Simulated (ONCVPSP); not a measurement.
**What one change does to a pseudopotential (lutetium (Lu), ONCV)**

Lu (Z = 71), optimised norm-conserving Vanderbilt (ONCV), made with ONCVPSP 4.0.1 (PBE, scalar-relativistic). Core [Kr] 4d10 5s2, reference 4f14 5p6 5d1 6s2. Waves: 6s: rc 2.50 bohr, ncon 3, nbas 7, qcut 2.3 1/bohr, 1 projector; 5p: rc 2.25 bohr, ncon 4, nbas 6, qcut 5 1/bohr, 1 projector; 5d: rc 2.80 bohr, ncon 3, nbas 8, qcut 6.8 1/bohr, 2 projectors, debl 0.5 Ha; 4f: rc 0.55 bohr, ncon 4, nbas 9, qcut 23.1 1/bohr, 2 projectors, debl 3.1 Ha. Local part: polynomial inside 0.50 bohr (lpopt 5, dvloc0 0 Ha). Core correction: Teter function, fcfact 3.75, rcfact 1.7.

Change: s: qcut 2; p: qcut 4.3; d: qcut 5.9; f: qcut 20.

Cutoffs: the cutoffs (Ha) at which the residual kinetic energy of the hardest occupied pseudo-wave falls to 1 and 0.1 mHa per electron; they do not see the model core or the augmentation charge, which bear on the density cutoff. Errors are all-electron minus pseudo energies relative to the spin-unpolarised reference configuration.

Task: How do hardness, ghosts and transferability respond?

Result: The potential gets harder (774 Ha and 1166 Ha → 1136 Ha and 1454 Ha); both files keep a bound ghost (d, p, s); of the 3 tests that both files solve, the error grows in 0 and shrinks in 1 by more than 15 % and 0.3 meV (median size 5.3 → 4.8 meV).

| quantity | base | changed |
| --- | --- | --- |
| cutoff, loose | 774 Ha | 1136 Ha |
| cutoff, tight | 1166 Ha | 1454 Ha |
| loose cutoff by channel | s 2.4 Ha, p 9.6 Ha, d 10 Ha, f 774 Ha | s 2.8 Ha, p 9.2 Ha, d 9.4 Ha, f 1136 Ha |
| bound ghosts | s, p, d | s, p, d |
| GHOST(+) flags under 300 eV | none | none |
| tests with a reliable result | 3 of 4 | 3 of 4 |
| error for 4f14 5p6 5d1 6s1, meV [ΔE 7.37 eV] | -5.3 | -4.8 |
| error for 4f14 5p6 5d1 6s0, meV [ΔE 20.65 eV] | -8.2 | -6.1 |
| error for 4f14 5p6 5d1 6s1.5, meV [ΔE 2.99 eV] | -1.7 | -1.5 |
| s: phases at 2.54 bohr within 0.05 rad from the reference energy up to (Ha; the scan ends near 5) | 2.9 | 2.9 |
| p: phases at 2.28 bohr within 0.05 rad from the reference energy up to (Ha; the scan ends near 5) | 0.1 | 0.2 |
| d: phases at 2.85 bohr within 0.05 rad from the reference energy up to (Ha; the scan ends near 5) | 4.4 | 4.5 |
| f: phases at 0.56 bohr within 0.05 rad from the reference energy up to (Ha; the scan ends near 5) | to the end of the scan | to the end of the scan |
| rms error of d²Exc/dni dnj with the model core, mHa | 2.14 | 2.14 |

 A true bound ghost makes a file unfit for plane-wave use even where its test errors are small: the radial tests pick states by their node count and pass the ghost by.
